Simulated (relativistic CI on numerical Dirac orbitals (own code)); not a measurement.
## Line list: Electric-dipole lines, Lu⁵²⁺

Computed by Dirac-Coulomb-Breit CI, separate exchange-only KLI orbitals for each configuration, a model potential for QED, unscaled Slater integrals (own radial code, finite nucleus).

CI space (outside the closed core [Ne]): 3s2.3p6.3d, 3s2.3p5.3d2, 3s.3p6.3d2, 3s2.3p6.4s, 3s2.3p6.4p, 3s2.3p6.4d, 3s2.3p5.3d.4s, 3s2.3p6.4f, 3s2.3p5.3d.4p, 3p6.3d3, 3p5.3d4, 3p5.3d3.4s. Double excitations out of closed p, d and f shells are left out; levels of such configurations are missing from the list, as are those of other unlisted configurations, and high levels can miss mixing partners. These lack a partner that the ground configuration has and come out too high: 3s2.3p5.3d.4p.

```tsv
λ vac (Å)	Lower	Upper	A (s⁻¹)	gf	Branching (%)
21.655	3s2.3p6.3d 2D_3/2 [1]	3s2.3p5.3d2 2D°_3/2 [34]	5.13e+12	1.44e+00	99.6
21.771	3s2.3p6.3d 2D_5/2 [2]	3s2.3p5.3d2 2P°_3/2 [42]	3.56e+12	1.01e+00	99.7
21.812	3s2.3p6.3d 2D_3/2 [1]	3s2.3p5.3d2 2P°_1/2 [33]	2.74e+12	3.90e-01	100.0
22.089	3s2.3p6.3d 2D_5/2 [2]	3s2.3p5.3d2 2F°_7/2 [41]	2.65e+12	1.55e+00	100.0
22.089	3s2.3p6.3d 2D_5/2 [2]	3s2.3p5.3d2 2D°_5/2 [40]	3.63e+12	1.59e+00	99.9
23.512	3s2.3p6.3d 2D_3/2 [1]	3s2.3p5.3d2 4G°_5/2 [32]	8.17e+11	4.06e-01	99.9
24.520	3s2.3p5.3d2 4D°_5/2 [8]	3s.3p6.3d2 4P_3/2 [53]	7.79e+11	2.81e-01	23.2
24.641	3s2.3p5.3d2 2G°_7/2 [14]	3s.3p6.3d2 2G_7/2 [56]	6.08e+11	4.43e-01	18.5
24.752	3s2.3p5.3d2 4P°_5/2 [12]	3s.3p6.3d2 2F_5/2 [55]	7.33e+11	4.04e-01	22.0
24.779	3s2.3p5.3d2 2G°_9/2 [25]	3s.3p6.3d2 2F_7/2 [61]	8.59e+11	6.32e-01	26.7
24.796	3s2.3p5.3d2 4D°_5/2 [8]	3s.3p6.3d2 4F_5/2 [52]	6.06e+11	3.35e-01	18.1
24.918	3s2.3p5.3d2 2G°_7/2 [14]	3s.3p6.3d2 2F_5/2 [55]	9.97e+11	5.57e-01	29.9
25.037	3s2.3p5.3d2 2H°_11/2 [13]	3s.3p6.3d2 2G_9/2 [54]	2.02e+12	1.90e+00	59.5
25.092	3s2.3p5.3d2 4F°_5/2 [5]	3s.3p6.3d2 4F_5/2 [49]	8.65e+11	4.90e-01	25.3
25.133	3s2.3p5.3d2 4G°_11/2 [23]	3s.3p6.3d2 4F_9/2 [59]	2.00e+12	1.89e+00	59.6
25.158	3s2.3p5.3d2 4F°_7/2 [10]	3s.3p6.3d2 4F_5/2 [52]	1.28e+12	7.29e-01	38.3
25.159	3s2.3p5.3d2 2F°_7/2 [16]	3s.3p6.3d2 2G_7/2 [56]	5.47e+11	4.15e-01	16.7
25.167	3s2.3p5.3d2 4P°_5/2 [12]	3s.3p6.3d2 4P_3/2 [53]	9.16e+11	3.48e-01	27.3
25.198	3s2.3p5.3d2 4D°_3/2 [3]	3s.3p6.3d2 4F_3/2 [48]	1.21e+12	4.59e-01	35.8
25.217	3s2.3p5.3d2 4D°_5/2 [17]	3s.3p6.3d2 2P_3/2 [57]	1.39e+12	5.28e-01	42.0
25.232	3s2.3p5.3d2 2F°_7/2 [26]	3s.3p6.3d2 2D_5/2 [60]	1.93e+12	1.10e+00	58.0
25.232	3s2.3p5.3d2 2G°_7/2 [6]	3s.3p6.3d2 4F_5/2 [49]	2.15e+12	1.23e+00	62.9
25.260	3s2.3p5.3d2 4D°_1/2 [4]	3s.3p6.3d2 4F_3/2 [48]	7.96e+11	3.05e-01	23.6
25.293	3s2.3p5.3d2 4G°_9/2 [9]	3s.3p6.3d2 4F_7/2 [51]	1.96e+12	1.50e+00	57.9
25.340	3s2.3p5.3d2 2P°_3/2 [7]	3s.3p6.3d2 4P_1/2 [50]	2.93e+12	5.63e-01	86.0
25.352	3s2.3p5.3d2 4D°_3/2 [11]	3s.3p6.3d2 4F_5/2 [52]	5.81e+11	3.36e-01	17.4
25.414	3s2.3p5.3d2 2G°_9/2 [18]	3s.3p6.3d2 2G_7/2 [56]	8.50e+11	6.58e-01	25.9
25.431	3s2.3p5.3d2 4F°_7/2 [10]	3s.3p6.3d2 4F_7/2 [51]	6.27e+11	4.86e-01	18.5
25.548	3s2.3p5.3d2 4F°_5/2 [5]	3s.3p6.3d2 4F_3/2 [48]	1.10e+12	4.30e-01	32.6
25.671	3s2.3p5.3d2 2G°_9/2 [25]	3s.3p6.3d2 4F_9/2 [59]	9.19e+11	9.08e-01	27.4
25.909	3s2.3p5.3d2 2G°_9/2 [18]	3s.3p6.3d2 2G_9/2 [54]	8.66e+11	8.72e-01	25.5
26.084	3s2.3p5.3d2 2F°_7/2 [28]	3s.3p6.3d2 2F_7/2 [61]	9.06e+11	7.40e-01	28.2
26.804	3s2.3p5.3d2 2F°_5/2 [21]	3s.3p6.3d2 2G_7/2 [56]	7.96e+11	6.86e-01	24.3
34.349	3s2.3p6.3d 2D_3/2 [1]	3s2.3p5.3d2 2P°_1/2 [22]	1.10e+12	3.88e-01	100.0
34.692	3s2.3p6.3d 2D_5/2 [2]	3s2.3p5.3d2 2P°_3/2 [31]	8.73e+11	6.30e-01	100.0
34.982	3s2.3p6.3d 2D_5/2 [2]	3s2.3p5.3d2 2D°_5/2 [30]	1.06e+12	1.17e+00	96.4
34.992	3s2.3p6.3d 2D_3/2 [1]	3s2.3p5.3d2 2F°_5/2 [21]	1.03e+12	1.13e+00	99.9
35.010	3p6.3d3 2H_11/2 [74]	3p5.3d4 2G°_9/2 [186]	9.50e+11	1.75e+00	n/a
35.714	3p6.3d3 2H_9/2 [67]	3p5.3d4 2H°_9/2 [140]	6.50e+11	1.24e+00	n/a
35.799	3s2.3p6.3d 2D_3/2 [1]	3s2.3p5.3d2 2D°_3/2 [20]	7.04e+11	5.41e-01	99.7
35.844	3p6.3d3 2G_7/2 [68]	3p5.3d4 4G°_7/2 [137]	8.52e+11	1.31e+00	n/a
36.242	3p6.3d3 4F_9/2 [72]	3p5.3d4 2H°_9/2 [173]	7.16e+11	1.41e+00	n/a
36.686	3s2.3p6.3d 2D_5/2 [2]	3s2.3p5.3d2 2F°_7/2 [28]	3.37e+11	5.44e-01	100.0
36.696	3p6.3d3 2H_11/2 [74]	3p5.3d4 2H°_11/2 [177]	6.87e+11	1.67e+00	n/a
39.291	3s2.3p6.3d 2D_5/2 [2]	3s2.3p5.3d2 2F°_7/2 [26]	9.07e+10	1.68e-01	100.0
```

Terms are leading LS components. Brackets give the number of a level in order of energy, since labels repeat. The list gives strong lines, with weight on those to low levels, without lines whose two gauges differ by over a factor of 2.5, among the lowest 200 of 570 levels, so that lines to higher ones, which can be the strongest, are missing. Levels whose partners in the same complex of configurations lie outside the list can be far off, and so can their lines. Rates are taken at the computed energies, electric ones in the length gauge.

At this charge energies of transitions that change n are usually good to better than 1 %, and those within a shell (Δn = 0) to a few per cent.

LS names give the leading component of a level, which can be under half, so a name can repeat, a term be missing and a line seem to break the LS rules.
